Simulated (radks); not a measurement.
The neodymium ion Nd2+ inside a hard spherical wall (all orbitals vanish at R), configuration held at [Xe] 4f4 and not refilled when levels cross. Method: scalar-relativistic Kohn-Sham, LDA (Slater exchange, Perdew-Wang correlation), spin-unpolarised, spherical densities, finite nucleus; Fermi nuclear charge, rms radius 4.9123 fm; computed with a radial shooting solver on a logarithmic mesh with Libxc functionals. Eigenvalues in eV, with the zero of energy where the potential of the charges vanishes at infinity; a dash marks a level that is unbound or too diffuse for the functional's potential to be trusted. A positive occupied level is held by the wall or, in an anion where self-interaction has pushed it up, behind a barrier. The pressure on the wall is -dE/dV.

[
 {"R (bohr)": "free", "E (hartree)": "-9615.9529", "kinetic (hartree)": "10230.790", "e(4d)": "-129.49", "e(5s)": "-53.644", "e(5p)": "-35.153", "e(4f)": "-14.859", "e(5d, empty)": "-13.710", "e(6s, empty)": "-13.405", "pressure (GPa)": "0"},
 {"R (bohr)": "12", "E (hartree)": "-9615.9529", "kinetic (hartree)": "10230.790", "e(4d)": "-129.49", "e(5s)": "-53.644", "e(5p)": "-35.153", "e(4f)": "-14.859", "e(5d, empty)": "-13.710", "e(6s, empty)": "-13.405", "pressure (GPa)": "< 0.0001"},
 {"R (bohr)": "8", "E (hartree)": "-9615.9529", "kinetic (hartree)": "10230.790", "e(4d)": "-129.49", "e(5s)": "-53.642", "e(5p)": "-35.152", "e(4f)": "-14.856", "e(5d, empty)": "-13.700", "e(6s, empty)": "-13.344", "pressure (GPa)": "0.00140"},
 {"R (bohr)": "7", "E (hartree)": "-9615.9528", "kinetic (hartree)": "10230.791", "e(4d)": "-129.48", "e(5s)": "-53.634", "e(5p)": "-35.145", "e(4f)": "-14.846", "e(5d, empty)": "-13.665", "e(6s, empty)": "-13.167", "pressure (GPa)": "0.0117"},
 {"R (bohr)": "4", "E (hartree)": "-9615.8766", "kinetic (hartree)": "10231.430", "e(4d)": "-127.72", "e(5s)": "-52.376", "e(5p)": "-33.844", "e(4f)": "-13.187", "e(5d, empty)": "-10.391", "e(6s, empty)": "-2.811", "pressure (GPa)": "26.5"},
 {"R (bohr)": "3.5", "E (hartree)": "-9615.7008", "kinetic (hartree)": "10232.657", "e(4d)": "-125.41", "e(5s)": "-50.658", "e(5p)": "-31.899", "e(4f)": "-10.997", "e(5d, empty)": "-6.764", "e(6s, empty)": "7.190", "pressure (GPa)": "116"},
 {"R (bohr)": "3", "E (hartree)": "-9615.1066", "kinetic (hartree)": "10236.158", "e(4d)": "-120.23", "e(5s)": "-46.536", "e(5p)": "-26.993", "e(4f)": "-6.032", "e(5d, empty)": "1.246", "e(6s, empty)": "28.092", "pressure (GPa)": "536"},
 {"R (bohr)": "2", "E (hartree)": "-9605.4199", "kinetic (hartree)": "10277.304", "e(4d)": "-85.065", "e(5s)": "-5.553", "e(5p)": "22.525", "e(4f)": "30.284", "e(5d, empty)": "68.736", "e(6s, empty)": "187.27", "pressure (GPa)": "16500"},
 {"R (bohr)": "1.5", "E (hartree)": "-9571.5328", "kinetic (hartree)": "10397.466", "e(4d)": "-25.097", "e(5s)": "108.29", "e(5p)": "152.40", "e(4f)": "97.781", "e(5d, empty)": "220.05", "e(6s, empty)": "511.58", "pressure (GPa)": "145000"}
]
